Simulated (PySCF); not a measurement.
Compound: C₆H₉NO₂.
Structure used (PBE0-D3(BJ)/def2-SVP), in Å, numbered top down from 1:
```xyz
18
C6H9NO2 angstrom
C      3.7307    1.1469   -0.1278
C      2.7693    0.3153    0.2891
N      1.4501    0.3509   -0.1221
C      0.5006   -0.5400    0.3375
O      0.7754   -1.4128    1.1403
C     -0.8437   -0.3311   -0.2295
C     -1.8312   -1.1570    0.1700
O     -3.1020   -1.1565   -0.2058
C     -3.5185   -0.1903   -1.1377
H      3.5372    1.9449   -0.8507
H      4.7466    1.0418    0.2533
H      2.9526   -0.4853    1.0106
H      1.1704    1.0568   -0.7911
H     -1.0090    0.4730   -0.9494
H     -1.6086   -1.9460    0.8951
H     -4.5894   -0.3532   -1.3089
H     -2.9747   -0.2983   -2.0918
H     -3.3612    0.8305   -0.7494
```

Method: TDDFT CAM-B3LYP/def2-SVPD, vertical, gas phase, core orbitals frozen in the response in PySCF 2.14.0, density-fitted response routines.

Kohn–Sham orbitals with the atoms that hold most of them (Löwdin shares over 4%, at most four atoms; ? is withheld):

```json
{"orbital": "HOMO-3", "ε (eV)": "-10.99", "atoms": "O5 27%, N3 20%, C2 19%, C4 11%"}
{"orbital": "HOMO-2", "ε (eV)": "-9.11", "atoms": "O5 69%, C4 10%, C6 7%, N3 6%"}
{"orbital": "HOMO-1", "ε (eV)": "-8.63", "atoms": "?"}
{"orbital": "HOMO", "ε (eV)": "-7.79", "atoms": "C1 31%, N3 24%, C2 19%, O5 4%"}
{"orbital": "LUMO", "ε (eV)": "?", "atoms": "?"}
{"orbital": "LUMO+1", "ε (eV)": "0.97", "atoms": "C9 20%, H14 12%, C6 12%, H13 11%"}
{"orbital": "LUMO+2", "ε (eV)": "1.46", "atoms": "C9 16%, H13 15%, O8 11%, C1 9%"}
```

Question: Give the leading atoms of the HOMO-1.

Answer: C6 (bonded to 2 C and H) 30%; O8 (bonded to 2 C) 18%; O5 (bonded to C) 18%; C7 (bonded to C, O and H) 16%. By element: carbon 46% or more, oxygen 36%.

Question: Which atoms hold the LUMO, and with what shares?

Answer: C7 (bonded to C, O and H) 21%; C4 (bonded to C, N and O) 17%; C6 (bonded to 2 C and H) 12%; O5 (bonded to C) 11%. By element: carbon 51% or more, oxygen 11% or more.

Question: What is the LUMO energy, and the HOMO–LUMO gap?

Answer: ε(LUMO) = 0.05 eV; the gap is 7.84 eV (0.2883 hartree).

Question: The HOMO–LUMO gap is 7.84 eV. Where does the response calculation put the lowest singlet, and from which orbitals?

Answer: S1 is at 5.08 eV (f = 0.0001), 2.76 eV below the gap, made of HOMO-2→LUMO (93%). Its leading pair isn't HOMO and LUMO; the energies of that pair differ by 9.16 eV. 

Question: One configuration dominates each of S1, S2 and S3. Which, and how do the shares of the two leading atoms of either orbital change from the occupied to the empty one?

Answer: 
- S1 (5.08 eV, f 0.0001), HOMO-2→LUMO (93%): O5 69% → 11%, C4 10% → 17%, C7 at most 7% → 21%
- S2 (5.37 eV, f 0.772), HOMO→LUMO (94%): C1 31% → at most 11%, N3 24% → at most 11%, C7 at most 5% → 21%, C4 at most 5% → 17%
- S3 (5.87 eV, f 0.164), HOMO-1→LUMO (94%): C6 30% → 12%, O8 18% → at most 11%, C7 16% → 21%, C4 at most 16% → 17%

Löwdin shares depend on the basis, the more so with diffuse functions.

Rough CPU time on one thread of a shared machine: about 1.9 min.

One conformer stands for the species.
